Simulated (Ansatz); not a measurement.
Ansatz (a first-principles code) input (CCSD(T)/aug-cc-pV(D+d)Z):
A basis named .json is the Basis Set Exchange file of that set.

Ansatz 0.2 input:
```yaml
crystal:
  periodic: [false, false, false]
  atoms:
    - {symbol: C, position_ang: [-4.02398704, 0.69800564, -0.42314048]}
    - {symbol: C, position_ang: [-2.63203281, 0.91684219, 0.16232699]}
    - {symbol: C, position_ang: [-1.61611800, -0.12222477, -0.30637080]}
    - {symbol: C, position_ang: [-0.22191516, 0.08963301, 0.28131785]}
    - {symbol: C, position_ang: [0.77841181, -0.95448278, -0.19964380]}
    - {symbol: S, position_ang: [2.45132780, -0.80504277, 0.50000519]}
    - {symbol: C, position_ang: [3.01480643, 0.71624216, -0.30868972]}
    - {symbol: H, position_ang: [-4.72891528, 1.45378513, -0.07215170]}
    - {symbol: H, position_ang: [-4.00285433, 0.74366553, -1.51471211]}
    - {symbol: H, position_ang: [-4.41860925, -0.28138080, -0.14202533]}
    - {symbol: H, position_ang: [-2.27375268, 1.91591259, -0.10643952]}
    - {symbol: H, position_ang: [-2.68631201, 0.89773285, 1.25550698]}
    - {symbol: H, position_ang: [-1.55818347, -0.10213366, -1.40050183]}
    - {symbol: H, position_ang: [-1.97423499, -1.12308176, -0.04005610]}
    - {symbol: H, position_ang: [0.13134900, 1.08951753, 0.01401768]}
    - {symbol: H, position_ang: [-0.26881837, 0.06028162, 1.37316365]}
    - {symbol: H, position_ang: [0.85646068, -0.94592958, -1.29003584]}
    - {symbol: H, position_ang: [0.44900146, -1.95493648, 0.08902801]}
    - {symbol: H, position_ang: [4.05653531, 0.85616615, -0.02350050]}
    - {symbol: H, position_ang: [2.44455942, 1.58523999, 0.01659462]}
    - {symbol: H, position_ang: [2.95753819, 0.62175231, -1.39377119]}
basis:
  gaussian:
    orbitals: aug-cc-pV_D+d_Z.json
magnetization: {spin_polarized: false}
correlation: {method: ccsd_t, electrons: outside_noble_gas}
output: {forces: true}
```

End of the output:

```
cycle   7  -31.22668423 eV  change    2.6e-5 eV  update   9.7e-5
cycle   8  -31.22670324 eV  change   -1.9e-5 eV  update   3.5e-5
cycle   9  -31.22670167 eV  change    1.6e-6 eV  update   1.5e-5
cycle  10  -31.22669074 eV  change    1.1e-5 eV  update   6.1e-6
perturbative correction -1.09215543 eV, -0.0401359716 hartree
the calculation of the forces begins
1.88 GiB of device memory are held for the factors and their scratch space
Total energy: -17255.07722914 eV, -634.1123922595 hartree
Atom 0 at    -4.023987     0.698006    -0.423140 Å, force     0.068313    -0.013382     0.010753 eV/Å
Atom 1 at    -2.632033     0.916842     0.162327 Å, force     0.024772    -0.031535    -0.014862 eV/Å
Atom 2 at    -1.616118    -0.122225    -0.306371 Å, force     0.016409     0.022719     0.019790 eV/Å
Atom 3 at    -0.221915     0.089633     0.281318 Å, force    -0.028021    -0.002654    -0.019361 eV/Å
Atom 4 at     0.778412    -0.954483    -0.199644 Å, force     0.145410     0.111225     0.055395 eV/Å
Atom 5 at     2.451328    -0.805043     0.500005 Å, force     0.170631    -0.223098     0.283078 eV/Å
Atom 6 at     3.014806     0.716242    -0.308690 Å, force    -0.176326    -0.191399     0.062160 eV/Å
Atom 7 at    -4.728915     1.453785    -0.072152 Å, force    -0.302118     0.337213     0.160617 eV/Å
Atom 8 at    -4.002854     0.743666    -1.514712 Å, force     0.024238     0.027788    -0.483429 eV/Å
Atom 9 at    -4.418609    -0.281381    -0.142025 Å, force    -0.163444    -0.434682     0.136620 eV/Å
Atom 10 at    -2.273753     1.915913    -0.106440 Å, force     0.160453     0.430101    -0.131916 eV/Å
Atom 11 at    -2.686312     0.897733     1.255507 Å, force    -0.024213    -0.023978     0.477293 eV/Å
Atom 12 at    -1.558183    -0.102134    -1.400502 Å, force     0.032051     0.021700    -0.487302 eV/Å
Atom 13 at    -1.974235    -1.123082    -0.040056 Å, force    -0.157404    -0.443391     0.133344 eV/Å
Atom 14 at     0.131349     1.089518     0.014018 Å, force     0.168681     0.455159    -0.138324 eV/Å
Atom 15 at    -0.268818     0.060282     1.373164 Å, force    -0.023828    -0.030797     0.496552 eV/Å
Atom 16 at     0.856461    -0.945930    -1.290036 Å, force     0.037817     0.025856    -0.503245 eV/Å
Atom 17 at     0.449001    -1.954936     0.089028 Å, force    -0.168943    -0.453838     0.144755 eV/Å
Atom 18 at     4.056535     0.856166    -0.023501 Å, force     0.483453     0.075821     0.127082 eV/Å
Atom 19 at     2.444559     1.585240     0.016595 Å, force    -0.264732     0.399939     0.166840 eV/Å
Atom 20 at     2.957538     0.621752    -1.393771 Å, force    -0.023198    -0.058768    -0.495841 eV/Å
Dipole moment:    -0.207316     0.218007    -0.201780 e Å
```
